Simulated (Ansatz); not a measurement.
A geometry relaxed with PBE0-D4/def2-TZVP in Ansatz (a quantum-chemistry and plane-wave program), charge 0, multiplicity 1:

```xyz
10

H      0.6639    -2.0413     0.3947
H     -2.1646    -0.3882     0.1149
O      2.2395    -0.1548    -0.4344
O      0.2477     1.6104     0.5043
Si     0.7561    -0.8373    -0.4720
H      2.1683     0.7484    -0.0909
C     -0.3508     0.5835     0.2118
H      0.3402    -1.2139    -1.8485
H     -2.2165     1.2346     0.7211
N     -1.6839     0.4587     0.3581
```

Question: Write the SMILES of this molecule.

Answer: `NC(=O)[SiH2]O`
